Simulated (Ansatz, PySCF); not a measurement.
Potential energy curve for BeH (cation, charge +1), singlet.

Computed with: UKS-CAM-B3LYP = unrestricted CAM-B3LYP/aug-cc-pVQZ (Ansatz, a first-principles code); RHF/STO-3G = restricted Hartree-Fock/STO-3G run with PySCF; UHF/3-21G = unrestricted Hartree-Fock/3-21G (PySCF 2.14.0).

Energies are in eV, each relative to the lowest point of its own curve near equilibrium.

```csv
R / Å,UKS-CAM-B3LYP,RHF/STO-3G,UHF/3-21G
1.07,0.707,0.935,0.804
1.14,(withheld),0.443,0.373
1.21,0.100,0.153,0.124
1.23,0.063,0.101,0.080
1.31,0.000,0.001,0.000
1.33,(withheld),0.000,0.000
1.38,0.035,0.032,0.030
1.43,0.099,0.106,0.094
1.44,0.114,0.125,0.111
1.53,0.294,0.352,0.301
1.63,0.551,0.692,0.577
1.76,0.933,1.219,0.946
1.99,1.626,2.243,1.354
2.22,2.126,(withheld),(withheld)
2.38,2.368,3.875,(withheld)
2.68,2.670,4.874,1.823
2.89,2.807,5.425,1.882
3.27,2.964,(withheld),1.948
3.63,3.047,6.597,1.981
4.02,3.096,6.888,2.000
4.65,3.129,7.123,2.013
5.28,3.140,7.222,2.017
```

Q: What belongs in the gaps?

A: 
- 1.14, UKS-CAM-B3LYP: 0.318
- 1.33, UKS-CAM-B3LYP: 0.003
- 2.22, RHF/STO-3G: 3.243
- 2.22, UHF/3-21G: 1.585
- 2.38, UHF/3-21G: 1.691
- 3.27, RHF/STO-3G: 6.155

The unrestricted determinant behind UKS-CAM-B3LYP is spin-contaminated at 1.99 to 5.28 Å (<S²> up to 1.0, against 0.00 for a pure singlet). The restricted form behind RHF/STO-3G keeps the bonding electrons paired and can't separate into open-shell fragments. The unrestricted determinant behind UHF/3-21G is spin-contaminated at 1.76 to 5.28 Å (<S²> up to 1.0, against 0.00 for a pure singlet).
